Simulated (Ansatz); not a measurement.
`C[Si](C)(C)[O][Ti]([F])([F])[F]` from Hartree–Fock to CCSD(T)

```xyz
18

C     0.911   -1.516    1.090
Si   -0.286   -0.375    0.237
C    -1.414    0.474    1.450
C    -1.241   -1.250   -1.099
O     0.621    0.819   -0.509
Ti    1.566    2.059   -1.293
F     2.484    2.943   -0.086
F     2.666    1.313   -2.441
F     0.492    3.161   -2.139
H     1.600   -1.970    0.373
H     0.380   -2.323    1.602
H     1.503   -0.979    1.835
H    -0.841    1.026    2.198
H    -2.037   -0.256    1.975
H    -2.077    1.178    0.942
H    -1.861   -2.045   -0.675
H    -1.899   -0.556   -1.628
H    -0.567   -1.703   -1.831
```

The species carries charge 0 and has multiplicity 1. Correlated methods include outer-core shells of Ti, which these sets cover unevenly. Scalar relativity is left out up to krypton. Geometry: relaxed with PBE0-D4/def2-TZVP. It is one conformer, not always the lowest. Frozen core, restricted reference, the Gaussian-basis code of Ansatz.

```json
{"basis": "def2-SVP", "HF (Eh)": "-1629.11906", "MP2 corr.": "-1.59207"}
{"basis": "def2-TZVPP", "HF (Eh)": "-1629.96318", "MP2 corr.": "-2.06956"}
{"basis": "def2-QZVPP", "HF (Eh)": "-1630.01064", "MP2 corr.": "-2.23731"}
```

Task: Estimate the CCSD correlation energy and the (T) correction in each basis where they were run (hartree).

Result: 
| basis | CCSD corr. | (T) |
| --- | --- | --- |
| def2-SVP | -1.63911 | -0.05430 |
| def2-TZVPP | -2.10637 | -0.08943 |
